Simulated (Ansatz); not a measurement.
Born–Oppenheimer molecular dynamics of FH4NOSi (8 atoms, charge 0, multiplicity 1). It starts at the highest image of a converged band. Of that band: The profile has 2 maxima (images 2, 5) with wells between them (image 3): this band takes more than one step, which may be the mechanism or a detour left from its start path. Neighbouring images differ by up to 2.5 eV, so the band resolves the path poorly. A vibrational analysis at the climbing image gives one clearly imaginary mode, 1486i cm⁻¹: a first-order saddle point.

The calculation used Ansatz 0.2.0, RKS PBE0-D4/cc-pVDZ.

* ensemble: NVE (velocity Verlet)
* time step: 0.5 fs
* steps asked: 98
* starting velocities drawn for: 100 K
* seed: 3413

First frame:

```xyz
8
Properties=species:S:1:pos:R:3
N -0.666 0.891 -0.104
Si 0.875 -0.188 -0.263
O 0.823 -1.125 1.133
F 0.546 -1.231 -1.515
H -1.049 1.300 -0.959
H -1.385 0.816 0.624
H 0.672 1.397 -0.006
H 0.275 -1.917 1.034
```

Problem. What does the run give?

Solution. The run went to its last step.

```json
{"steps done": "98", "time covered": "49 fs", "mean temperature over the second half": "1664 K", "spread of the potential energy over the second half": "24.1 meV per atom", "mean potential energy of the second half above the start": "-151.8 meV per atom"}
```

The conserved energy stayed within 0.85 meV per atom of its start (net change -0.27 meV per atom), so the integration is sound. The kinetic energy rose, since the run started high on the potential surface and went downhill. It ends in pieces (FHOSi + H3N), so much of that is their flight and rotation, not heat. A run of 0.049 ps of so small a system gives no equilibrium averages. The orbitals stay closed-shell, which can raise the energy where a bond breaks towards radicals; this wasn't checked here.

Problem. What happens to the structure?

Solution. Between its relaxed ends the band would form N1–H7 and break Si2–H7. These pairs go: N1–H7 1.43 → 0.94 Å, Si2–H7 1.62 → 3.76 Å. In the last frame they stand as after the step (other bonds may differ from the relaxed reactants and products). Also parted: N1–Si2 1.89 → 2.86 Å. It ends as FHOSi + H3N. Pairs count as bonded within 1.25 times the sum of covalent radii (0.12 Å more for H–H). This is one draw of velocities; another would differ in detail.

Problem. How do temperature and energy run in time?

Solution. 
```json
{"time (fs)": "0", "T (K)": "100", "potential energy less start (eV)": "0.000", "conserved less start (meV/atom)": "0.00"}
{"time (fs)": "4", "T (K)": "79", "potential energy less start (eV)": "0.016", "conserved less start (meV/atom)": "0.02"}
{"time (fs)": "8", "T (K)": "59", "potential energy less start (eV)": "0.032", "conserved less start (meV/atom)": "0.05"}
{"time (fs)": "12", "T (K)": "123", "potential energy less start (eV)": "-0.017", "conserved less start (meV/atom)": "0.10"}
{"time (fs)": "16", "T (K)": "732", "potential energy less start (eV)": "-0.490", "conserved less start (meV/atom)": "0.07"}
{"time (fs)": "20", "T (K)": "1456", "potential energy less start (eV)": "-1.054", "conserved less start (meV/atom)": "-0.20"}
{"time (fs)": "24", "T (K)": "1381", "potential energy less start (eV)": "-0.992", "conserved less start (meV/atom)": "0.17"}
{"time (fs)": "28", "T (K)": "2044", "potential energy less start (eV)": "-1.513", "conserved less start (meV/atom)": "-0.65"}
{"time (fs)": "32", "T (K)": "1849", "potential energy less start (eV)": "-1.359", "conserved less start (meV/atom)": "-0.27"}
{"time (fs)": "36", "T (K)": "1829", "potential energy less start (eV)": "-1.343", "conserved less start (meV/atom)": "-0.26"}
{"time (fs)": "40", "T (K)": "1804", "potential energy less start (eV)": "-1.326", "conserved less start (meV/atom)": "-0.59"}
{"time (fs)": "44", "T (K)": "1189", "potential energy less start (eV)": "-0.843", "conserved less start (meV/atom)": "0.23"}
{"time (fs)": "48", "T (K)": "1331", "potential energy less start (eV)": "-0.951", "conserved less start (meV/atom)": "0.45"}
```

The run took 4.3 min on 1 thread of Arm Neoverse V2 (shared host), peak memory 0.15 GiB.
